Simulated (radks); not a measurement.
Task: Coherent X-ray form factor from a spherical all-electron density. Calculated with a radial shooting solver on a logarithmic mesh with Libxc functionals: scalar-relativistic Kohn-Sham, PBE, spin-polarised, spherical densities, finite nucleus; Fermi nuclear charge, rms radius of each element as measured or else 0.836 A^(1/3) + 0.57 fm.

sin(theta)/lambda (1/angstrom)  f0 (electrons)
0.05                                    29.869
0.1                                     29.486
0.15                                    28.871
0.2                                     28.060
0.25                                    27.092
0.3                                     26.012
0.4                                     23.667
0.5                                     21.278
0.6                                     18.993
0.8                                     14.961
1                                       11.763
1.25                                     8.954
1.5                                      7.239
2                                        5.559

The species is in the configuration that NIST lists as its ground one. Which atom or ion scatters so?

Result: The zirconium ion Zr10+, [Ar] 3d10 4s2. Extrapolating in s^2 from the first two rows gives f0(0) = 30.0, near the electron count 30; among species with that count, the fall with angle is slower the higher Z, and the table is that of Z = 40; from so few rows the species is fixed only to a neighbour or two.
